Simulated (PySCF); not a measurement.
Ti(OEt)(H)3 (C2H8OTi), SMILES [O]([TiH3])CC, multiplicity 1. Atoms are numbered in the order given.

```xyz
12

Ti     0.1116    -1.4405     0.0000
O     -0.3854     0.2123     0.0000
C     -0.6682     1.5952     0.0000
C      0.6104     2.4192     0.0000
H     -1.2882     1.8175    -0.8965
H     -1.2882     1.8175     0.8965
H      1.2192     2.1977    -0.8989
H      0.3662     3.5004     0.0000
H      1.2192     2.1977     0.8989
H      1.0404    -1.6292     1.4333
H     -1.3354    -2.3656     0.0000
H      1.0404    -1.6292    -1.4333
```
Charge 0, spin multiplicity 1.

The structure is a stationary point at PBE-D3(BJ)/def2-SVP. The spin state was assumed, not searched. The structure was generated by enumeration; whether it is a known compound was not checked. One conformer was computed; it need not be the lowest.

Calculation: TDDFT-PBE/def2-SVPD run with PySCF.

Vertical excitations. Gas-phase values at a fixed geometry. State labels are in the subgroup Cs.

Question: Estimate the UV-visible absorptions. (An estimate is asked for; the answer gives what the named calculation found.)

Answer: 
```
state  symmetry  energy (eV)  λ (nm)      f                              main pairs
-----  --------  -----------  ------  -----  --------------------------------------
S1           A"         3.37     368  0.000      HOMO−1→LUMO 57 %, HOMO→LUMO+1 43 %
S2           A'         3.47     357  0.001      HOMO→LUMO 58 %, HOMO−1→LUMO+1 41 %
S3           A"         3.48     357  0.001      HOMO→LUMO+1 57 %, HOMO−1→LUMO 43 %
S4           A'         3.72     333  0.004      HOMO−1→LUMO+1 56 %, HOMO→LUMO 38 %
S5           A'         4.16     298  0.001      HOMO−2→LUMO 50 %, HOMO→LUMO+2 48 %
S6           A"         4.18     297  0.001  HOMO−1→LUMO+2 53 %, HOMO−2→LUMO+1 45 %
S7           A'         4.37     284  0.017      HOMO−2→LUMO 46 %, HOMO→LUMO+2 45 %
S8           A"         4.38     283  0.015  HOMO−2→LUMO+1 50 %, HOMO−1→LUMO+2 40 %
S9           A"         4.58     271  0.000                        HOMO−3→LUMO 87 %
S10          A"         4.67     265  0.000    HOMO→LUMO+3 57 %, HOMO−1→LUMO+4 41 %
T1           A'         2.99     414      0                          HOMO→LUMO 96 %
T2           A"         3.00     413      0      HOMO−1→LUMO 72 %, HOMO→LUMO+1 26 %
T3           A'         3.03     409      0                      HOMO−1→LUMO+1 96 %
T4           A"         3.04     408      0      HOMO→LUMO+1 73 %, HOMO−1→LUMO 27 %
```
Triplets are in the Tamm–Dancoff approximation, which puts them higher than full response would, so one can lie above its singlet here.
